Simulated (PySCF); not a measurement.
SnF⁺: one state, many levels of theory

State: ¹Σ⁺ (singlet), closed shell. Set-up: basis Sn cc-pVDZ-PP with ECP28, F cc-pVDZ; scalar-relativistic core potentials; PySCF 2.14. De refers to Sn⁺ + F in their high-spin ground configurations, without counterpoise correction. A positive dipole points towards F; it is taken about the centre of mass and depends on that origin.

```csv
Level,Re (Å),ωe (cm⁻¹),De (eV),μ (D)
RHF,1.890,725,2.79,-3.93
RHF-MP2,1.908,703,4.80,n/a
RHF-SCS-MP2,1.908,701,4.61,n/a
RHF-CCSD,1.907,702,4.36,n/a
RHF-CCSD(T),1.913,690,4.50,n/a
PBE,1.931,658,5.40,-3.16
revPBE,1.939,648,5.13,-3.20
BLYP,1.938,650,5.32,-3.17
r²SCAN,1.912,686,5.07,-3.27
PBE0,1.909,692,4.84,-3.45
r²SCAN0,1.898,707,4.62,-3.50
ωB97X,1.904,706,5.09,-3.46
```

The bond length runs from 1.890 Å (RHF) to 1.939 Å (revPBE). De spans 2.79 eV (RHF, mean field) to 5.40 eV (PBE, GGA). Correlation at CCSD(T) changes the Hartree–Fock bond energy by +1.71 eV; the triples alone change it by +0.14 eV.

Correlated steps freeze 5 core orbitals. Correlated levels converge slowly with the basis: in double zeta they bind strong bonds too weakly, by up to about 1 eV, and carry superposition errors of some tenths. These are scalar-relativistic numbers at best; spin–orbit coupling would shift them, the dissociation energy most. For an ion De counts to the pair picked by the measured ionisation energies or electron affinities, which need not be the lowest pair at this level. Where the molecule has an RHF reference, its open-shell atoms are computed with UHF.
